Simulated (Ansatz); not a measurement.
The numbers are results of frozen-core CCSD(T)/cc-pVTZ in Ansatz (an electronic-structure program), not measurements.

Ansatz 0.2 input:
```yaml
crystal:
  periodic: [false, false, false]
  atoms:
    - { symbol: Br, position_ang: [0.0, 0.0, 0.0] }
basis:
  gaussian: { orbitals: cc-pVTZ }
correlation:
  method: ccsd_t
magnetization:
  spin_polarized: true
  initial_magnetization: 1
```

Output:

```
Functional definition: HF
276 factors; integrals over basis functions are off by at most 1.8e-4 eV
mean field evaluation 1: about -69999.6032 eV, gradient 5.1e0 eV
mean field evaluation 2: about -69999.6036 eV, gradient 5.1e0 eV
mean field evaluation 4: about -69999.7946 eV, gradient 5.2e-1 eV
mean field evaluation 8: about -69999.7968 eV, gradient 1.1e-3 eV
mean field evaluation 16: about -69999.7950 eV, gradient 5.3e-1 eV
mean field evaluation 32: about -69999.7968 eV, gradient 4.2e-3 eV
mean field evaluation 64: about -69999.7968 eV, gradient 7.5e-4 eV
mean field -69999.79681619 eV, -2572.4450854287 hartree, gradient 4.6e-7 eV, S^2 0.758700; 4 other end points of the search recorded, 0 dependent functions left out
9 core orbitals not correlated
reference -69999.79681619 eV, -2572.4450854287 hartree; 9, 8 occupied and 25, 26 virtual orbitals, 276 factors
second order -5.28897282 eV of doubles, -0.00000000 eV of singles
cycle   1  -5.56230103 eV  change   -2.7e-1 eV  update   4.0e-2
cycle   2  -5.70632622 eV  change   -1.4e-1 eV  update   1.2e-2
cycle   3  -5.70906062 eV  change   -2.7e-3 eV  update   3.1e-3
cycle   4  -5.70984639 eV  change   -7.9e-4 eV  update   7.8e-4
cycle   5  -5.70970725 eV  change    1.4e-4 eV  update   1.6e-4
cycle   6  -5.70970002 eV  change    7.2e-6 eV  update   4.7e-5
cycle   7  -5.70971607 eV  change   -1.6e-5 eV  update   1.3e-5
perturbative correction -0.17067464 eV, -0.0062721772 hartree
Total energy: -70005.67720690 eV, -2572.6611858012 hartree
```

Cost: roughly 2.8 core-seconds.
